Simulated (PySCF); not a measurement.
The complex cis-[CrCl2(H2O)4]+ (charge +1) contains Cr(III), shell d3. The structure is a PBE0-D3(BJ)/def2-SVP geometry optimised for multiplicity 4; coordination octahedral, point group C1, metal–donor distances 2.03–2.22 Å.

Method (PySCF 2.14, density fitting): CASSCF(3,5) with orbitals averaged over all microstates of the shell, strongly contracted NEVPT2 on the averaged canonical orbitals; basis x2c-TZVPall on the metal, x2c-SVPall elsewhere; spin-free X2C; gas phase; spin-orbit coupling by state interaction with the mean-field operator over all roots.

CASSCF energies above the lowest CASSCF root:

| state | CASSCF / cm⁻¹ |
| --- | --- |
| 4A2g-like | 0 |
| 4T2g-like | 13260 |
| 4T2g-like | 14059 |
| 4T2g-like | 14261 |
| 2Eg-like | 18558 |
| 2Eg-like | 18581 |
| 2T1g-like | 19208 |
| 2T1g-like | 19376 |
| 2T1g-like | 19669 |
| 4T1g-like | 20851 |
| 4T1g-like | 21477 |
| 4T1g-like | 23044 |
| 2T2g-like | 26280 |
| 2T2g-like | 26352 |
| 2T2g-like | 27270 |
| 2A1g-like | 29210 |
| 2T2g-like | 31155 |
| 2T2g-like | 32111 |
| 2T2g-like | 32277 |
| 2T1g-like | 32356 |
| 2T1g-like | 33366 |
| 2Eg-like | 34552 |

Q: How does dynamic correlation (SC-NEVPT2) move these states?

A: 
| state | NEVPT2 / cm⁻¹ | shift / cm⁻¹ |
| --- | --- | --- |
| 4A2g-like | 0 | 0 |
| 4T2g-like | 16031 | +2771 |
| 4T2g-like | 16997 | +2938 |
| 4T2g-like | 17167 | +2906 |
| 2Eg-like | 16836 | -1722 |
| 2Eg-like | 16867 | -1714 |
| 2T1g-like | 17417 | -1791 |
| 2T1g-like | 17477 | -1898 |
| 2T1g-like | 18008 | -1662 |
| 4T1g-like | 23008 | +2156 |
| 4T1g-like | 24707 | +3230 |
| 4T1g-like | 26500 | +3456 |
| 2T2g-like | 24465 | -1815 |
| 2T2g-like | 24658 | -1694 |
| 2T2g-like | 25742 | -1528 |
| 2A1g-like | 30467 | +1257 |
| 2T2g-like | 32206 | +1051 |
| 2T2g-like | 33455 | +1343 |
| 2T2g-like | 33556 | +1279 |
| 2T1g-like | 33256 | +900 |
| 2T1g-like | 34390 | +1024 |
| 2Eg-like | 34611 | +59 |

Charge-transfer states lie outside this active space and may come lower than some of these levels. NEVPT2 lifts 4T2g-like from 14059 to 16997 cm⁻¹; on the d shell alone it tends to overshoot states that fill the eg-type orbitals. NEVPT2 on the d shell alone tends to put d–d bands too high for such charged or covalently bound ions.
